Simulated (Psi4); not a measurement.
Intermolecular potential of C2H6O ··· H3B (SMILES COC and B). Monomers: optimised at B3LYP-D3(BJ) (def2-TZVP), held rigid. Orientation: lowest of the rigid-body minima from ten starts at GFN2-xTB (searched outside a hard wall at short contacts). The monomers approach along the line of their centres of mass (distance R); nothing else relaxes. The shortest distances reach bonding range, where SAPT0 and rigid monomers are unreliable.

Method: SAPT0/jun-cc-pVDZ, frozen core in Psi4 1.11.

Components in kcal/mol:

```csv
R / Å,electrostatics,exchange,induction,dispersion,total
1.74,-150.33,288.64,-82.10,-29.68,26.52
1.94,-88.98,159.56,-51.43,-19.61,-0.46
2.12,-54.34,91.39,-31.62,-13.59,-8.16
2.34,-29.85,45.15,-16.46,-8.75,-9.92
2.57,-16.47,21.20,-8.01,-5.58,-8.85
2.71,-11.74,13.30,-5.12,-4.26,-7.83
3.04,-5.73,4.35,-1.81,-2.30,-5.49
3.37,-3.10,1.38,-0.67,-1.29,-3.67
3.84,-1.50,0.26,-0.18,-0.60,-2.02
4.53,-0.66,0.02,-0.04,-0.22,-0.90
5.54,-0.26,0.00,-0.01,-0.07,-0.33
6.81,-0.10,0.00,0.00,-0.02,-0.12
```
